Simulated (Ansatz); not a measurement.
Species: KCl, net charge 1, doublet state. 
Geometry from a B3LYP-D3(BJ)/def2-TZVP (Ansatz, a program for electronic structure) optimisation:
```xyz
2

K      0.0000     0.0000    -1.5699
Cl     0.0000     0.0000     1.7546
```
Charge +1, spin multiplicity 2.

Basis-set convergence of Hartree-Fock and CCSD(T) correlation energies (hartree) with Ansatz. Cores are frozen in the correlated levels unless marked. UHF or UKS for open shells. Spin-orbit coupling is left out. Frozen are the shells of the preceding noble gas and the d and f shells that filled before the atom's block. The outer core of K, Ca and their heavier congeners is not correlated, a term that matters for these elements. Non-relativistic.

```
basis       functions        E(HF)  E(corr, CCSD(T))
----------  ---------  -----------  ----------------
def2-SVP           42  -1058.25885          -0.12804
def2-TZVPP         75  -1058.48804          -0.18793
def2-QZVPP        140  -1058.51244          -0.20565
```

Extrapolating the two largest sets (X = 3 and 4) as X^-3: E(corr) = (64·(-0.20565) - 27·(-0.18793))/37 = -0.2186 Eh, an estimate of the basis-set limit. The largest set recovers 94.1 % of it, the smallest 58.6 %.
